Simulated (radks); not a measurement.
Values are calculated unless marked as measured or tabulated.
Q: Radial electron density D(r) = 4 pi r^2 rho(r) of an atom or ion with 7 electrons. Code: a radial shooting solver on a logarithmic mesh with Libxc functionals. Model: non-relativistic Kohn-Sham, r2SCAN, spin-polarised, spherical densities, point nucleus; meta-GGA in the generalised Kohn-Sham scheme.

r (bohr)  D(r) (e/bohr)   spin D(r)
0.002442         0.5497  -0.0000963
0.002731         0.6787   -0.000113
0.00303          0.8242   -0.000130
0.003389          1.014   -0.000147
0.003791          1.246   -0.000161
0.00424           1.526   -0.000166
0.004743          1.866   -0.000155
0.005263          2.243   -0.000118
0.005886          2.727  -0.0000300
0.006584          3.304    0.000139
0.007364          3.988    0.000439
0.008237          4.793    0.000948
0.00914           5.661     0.00171
0.01022           6.738     0.00301
0.01143           7.972     0.00505
0.01279           9.372     0.00823
0.01419           10.82      0.0127
0.01587           12.53      0.0199
0.01775           14.38      0.0308
0.01986           16.33      0.0470
0.02221           18.34      0.0710
0.02465           20.19       0.103
0.02757           22.10       0.153
0.03083           23.82       0.224
0.03449           25.23       0.325
0.03858           26.22       0.467
0.0428            26.67       0.647
0.04788           26.59       0.907
0.05355           25.88        1.26
0.0599            24.58        1.71
0.067             22.80        2.30
0.07434           20.87        2.98
0.08315           18.73        3.86
0.093             16.80        4.90
0.104             15.37        6.08
0.1164            14.63        7.35
0.1291            14.63        8.55
0.1444            15.31        9.76
0.1615            16.46        10.7
0.1807            17.70        11.4
0.2021            18.58        11.5
0.2242            18.75        11.2
0.2508            17.98        10.3
0.2805            16.20        8.86
0.3138            13.60        7.15
0.3509            10.54        5.36
0.3894            7.698        3.81
0.4356            5.001        2.41
0.4872            2.922        1.38
0.5449            1.517       0.703
0.6046           0.7347       0.336
0.6763           0.2927       0.132
0.7564          0.09940      0.0444
0.8461          0.02826      0.0126
0.9464         0.006591     0.00293
1.05           0.001401    0.000624
1.175         0.0002089   0.0000936

What is the nuclear charge?

A: Z = 23. The innermost maximum, from 1s, lies near 1/Z = 0.0435 bohr (found: 0.0446), and its height grows with Z. The density is that of the vanadium ion V16+ in [He] 2s2 2p3; the configuration itself is not fixed sharply by these data, and Z only to about a unit. D(r) has 2 maxima, at r = 0.0446, 0.217 bohr, and minima at 0.122 bohr, inside which lie 2.24 electrons.
